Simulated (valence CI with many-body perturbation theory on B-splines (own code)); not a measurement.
Forbidden lines of Ti⁶⁺

Method: relativistic CI+MBPT: six valence electrons over a frozen Dirac-Fock core [Ne], radial functions for each j: 9 s, 9 p, 8 d, 6 f, 3 g, 1 h, with the one-electron correlation potential Σ1, the two-electron term Σ2, the three-electron term Σ3, Breit, model QED; selected CI, second order for the rest, scaled by the run's own slope (own B-spline code, finite nucleus).

Set against measurement, 8 paired levels are off by 100 cm⁻¹ on average, the worst by 162. These come from a selection out of Corliss and Sugar, J. Phys. Chem. Ref. Data 8, 1 (1979). Levels without a partner in it may be off by more. Among the levels kept, up to 920 cm⁻¹ of a level comes from second order outside the variational space, and about a tenth of that is noise between levels of different J, which matters for small intervals.

Lines 1 to 40 of 40 in falling wavelength, among levels below 351300 cm⁻¹, chosen from the decays that carry over 1 % of a level's rate. Wavelengths and rates use the calculated energies, so an error of 100 cm⁻¹ moves a line at 506.5 nm by 0.51 % and its rate by three times that or more. Electric multipoles are in the length gauge, E1 and E2 with the static RPA response of the core. Weak lines are less certain than strong ones. Lines between different terms over intervals too small for the method are left out, as are lines whose strength nearly cancels. Branching is blank where the lifetime is uncertain.

Letters in brackets count levels of one name in rising energy.

| λ vac (nm) | λ from measured levels | Upper | Lower | Type | A (s⁻¹) | Branch % |
| --- | --- | --- | --- | --- | --- | --- |
| 7276 | 7386 | 3s²3p⁴ ³P_0 | 3s²3p⁴ ³P_1 | M1 | 1.39e-01 | 99.8 |
| 2204 | 2206 | 3s²3p⁴ ³P_1 | 3s²3p⁴ ³P_2 | M1 | 2.08e+00 | 100.0 |
| 1012 |  | 3s²3p³3d ³F°_4 [a] | 3s²3p³3d ³D°_3 [a] | M1 | 4.12e-01 |  |
| 622.6 |  | 3s²3p³3d ³G°_4 | 3s²3p³3d ³F°_4 [a] | M1 | 6.98e-01 |  |
| 602.2 |  | 3s²3p³3d ³G°_5 | 3s²3p³3d ³F°_4 [a] | M1 | 8.07e-01 |  |
| 593.6 |  | 3s²3p³3d ³F°_4 [b] | 3s²3p³3d ¹G°_4 | M1 | 4.26e+00 | 3.0 |
| 506.5 | 510.3 | 3s²3p⁴ ¹D_2 | 3s²3p⁴ ³P_1 | M1 | 1.55e+00 | 15.4 |
| 434.4 |  | 3s²3p³3d ¹G°_4 | 3s²3p³3d ³F°_4 [a] | M1 | 7.60e-01 |  |
| 429.9 |  | 3s²3p³3d ³F°_4 [b] | 3s²3p³3d ³G°_5 | M1 | 5.15e+00 | 3.7 |
| 420.1 |  | 3s²3p³3d ³F°_4 [b] | 3s²3p³3d ³G°_4 | M1 | 4.32e+00 | 3.1 |
| 411.9 | 414.4 | 3s²3p⁴ ¹D_2 | 3s²3p⁴ ³P_2 | M1 | 8.51e+00 | 84.5 |
| 404.7 |  | 3s²3p³3d ¹G°_4 | 3s²3p³3d ³F°_3 [a] | M1 | 5.04e-01 |  |
| 339.5 |  | 3s²3p³3d ³F°_4 [a] | 3s²3p³3d ⁵D°_4 | M1 | 3.02e+00 |  |
| 324.1 |  | 3s²3p⁴ ¹S_0 | 3s²3p⁴ ¹D_2 | E2 | 4.85e+00 | 4.6 |
| 219.7 |  | 3s²3p³3d ³G°_4 | 3s²3p³3d ⁵D°_4 | M1 | 4.10e-01 |  |
| 218.7 |  | 3s²3p³3d ³G°_4 | 3s²3p³3d ⁵D°_3 | M1 | 3.64e-02 |  |
| 217.1 |  | 3s²3p³3d ³G°_5 | 3s²3p³3d ⁵D°_4 | M1 | 6.20e-02 |  |
| 217.1 |  | 3s²3p³3d ³G°_5 | 3s²3p³3d ⁵D°_4 | E2 | 2.87e-02 |  |
| 201.0 |  | 3s²3p³3d ³F°_4 [b] | 3s²3p³3d ³D°_3 [a] | M1 | 2.95e+00 | 2.1 |
| 197.7 |  | 3s²3p⁴ ¹S_0 | 3s²3p⁴ ³P_1 | M1 | 1.01e+02 | 95.1 |
| 190.6 |  | 3s²3p³3d ¹G°_4 | 3s²3p³3d ⁵D°_4 | M1 | 1.02e+00 |  |
| 189.8 |  | 3s²3p³3d ¹G°_4 | 3s²3p³3d ⁵D°_3 | M1 | 2.25e-01 |  |
| 144.3 |  | 3s²3p³3d ³F°_4 [b] | 3s²3p³3d ⁵D°_4 | M1 | 3.10e+01 | 22.1 |
| 143.8 |  | 3s²3p³3d ³F°_4 [b] | 3s²3p³3d ⁵D°_3 | M1 | 6.12e+00 | 4.4 |
| 98.01 |  | 3s²3p³3d ³F°_4 [a] | 3s3p⁵ ³P°_2 | E2 | 1.18e+01 |  |
| 84.68 |  | 3s²3p³3d ³G°_4 | 3s3p⁵ ³P°_2 | E2 | 1.19e-01 |  |
| 79.97 |  | 3s²3p³3d ¹G°_4 | 3s3p⁵ ³P°_2 | E2 | 7.56e-01 |  |
| 70.48 |  | 3s²3p³3d ³F°_4 [b] | 3s3p⁵ ³P°_2 | E2 | 7.62e+01 | 54.3 |
| 37.22 |  | 3s²3p³3d ⁵D°_4 | 3s²3p⁴ ³P_2 | M2 | 1.05e+01 |  |
| 36.52 |  | 3s²3p³3d ³F°_4 [a] | 3s²3p⁴ ¹D_2 | M2 | 1.75e+01 |  |
| 34.49 |  | 3s²3p³3d ³G°_4 | 3s²3p⁴ ¹D_2 | M2 | 1.30e-01 |  |
| 33.68 |  | 3s²3p³3d ¹G°_4 | 3s²3p⁴ ¹D_2 | M2 | 6.03e+00 |  |
| 33.68 |  | 3s²3p³3d ¹G°_4 | 3s²3p⁴ ¹D_2 | E3 | 3.94e-01 |  |
| 33.54 |  | 3s²3p³3d ³F°_4 [a] | 3s²3p⁴ ³P_2 | M2 | 6.30e-01 |  |
| 32.29 |  | 3s²3p³3d ³G°_4 | 3s²3p⁴ ³P_1 | E3 | 2.02e-01 |  |
| 31.83 |  | 3s²3p³3d ³G°_4 | 3s²3p⁴ ³P_2 | E3 | 1.23e-01 |  |
| 31.83 |  | 3s²3p³3d ³G°_4 | 3s²3p⁴ ³P_2 | M2 | 1.00e-01 |  |
| 31.77 |  | 3s²3p³3d ³G°_5 | 3s²3p⁴ ³P_2 | E3 | 3.54e-01 |  |
| 31.14 |  | 3s²3p³3d ¹G°_4 | 3s²3p⁴ ³P_2 | M2 | 5.84e-01 |  |
| 29.59 |  | 3s²3p³3d ³F°_4 [b] | 3s²3p⁴ ³P_2 | M2 | 5.44e+00 | 3.9 |
